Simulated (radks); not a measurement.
The numbers below are computed, except where a source is named.
All-electron atom: the bismuth ion Bi2+ in [Hg] 7s1 (not the ground configuration). Code: a radial shooting solver on a logarithmic mesh with Libxc functionals. Model: scalar-relativistic Kohn-Sham, SCAN, spin-unpolarised, spherical densities, finite nucleus; meta-GGA in the generalised Kohn-Sham scheme; Fermi nuclear charge, rms radius 5.5211 fm. Some entries of the table are withheld. Estimate them.

| orbital | occ. | eigenvalue (eV) | <r> (bohr) | <1/r> (bohr^-1) |
|---|---|---|---|---|
| 1s | 2 | -90745.80 | 0.01579 | (1) |
| 2s | 2 | -16353.62 | 0.06646 | 24.28 |
| 2p | 6 | -13992.42 | 0.06054 | 21.23 |
| 3s | 2 | -3977.811 | 0.1714 | (2) |
| 3p | 6 | -3299.609 | 0.1737 | 8.115 |
| 3d | 10 | (3) | 0.1576 | 7.599 |
| 4s | 2 | -936.6762 | 0.3769 | 3.875 |
| 4p | 6 | -713.4751 | 0.4021 | 3.482 |
| 4d | 10 | -457.0554 | (4) | 3.132 |
| 5s | 2 | (5) | 0.8330 | 1.636 |
| 4f | 14 | (6) | 0.4410 | 2.745 |
| 5p | 6 | -119.6757 | 0.9474 | 1.408 |
| 5d | 10 | -49.0300 | 1.218 | 1.075 |
| 6s | 2 | -34.0114 | 2.030 | 0.6303 |
| 7s | 1 | -11.6990 | 4.680 | 0.2652 |

Answer. 
(1) 1s <1/r> (bohr^-1): 103.2
(2) 3s <1/r> (bohr^-1): 9.001
(3) 3d eigenvalue (eV): -2615.891
(4) 4d <r> (bohr): 0.4224
(5) 5s eigenvalue (eV): -182.1981
(6) 4f eigenvalue (eV): -175.8483
